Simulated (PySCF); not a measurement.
C₂H₆BFN₂, SMILES C/N=C/B(N)F.

Geometry: B3LYP-D3(BJ)/def2-SVP. The structure was generated by enumeration; whether it is a known compound was not checked. One conformer was computed; it need not be the lowest.

The numbers are results of PySCF with PBE/def2-TZVP, not measurements.

Symmetry labels are those of the subgroup Cs that the program uses (full group Cs).

### Question
List the valence orbital energies around the gap with their symmetry. (Estimate from the structure and the level; the computed values follow.)

### Answer

| orbital | symmetry | energy (eV) |
|---|---|---|
| HOMO−7 | A' | -10.82 |
| HOMO−6 | A" | -10.70 |
| HOMO−5 | A" | -10.36 |
| HOMO−4 | A' | -9.59 |
| HOMO−3 | A' | -8.13 |
| HOMO−2 | A" | -7.74 |
| HOMO−1 | A" | -6.72 |
| HOMO | A' | -5.79 |
| LUMO | A" | -2.15 |
| LUMO+1 | A' | 0.35 |
| LUMO+2 | A' | 0.93 |
| LUMO+3 | A' | 1.53 |
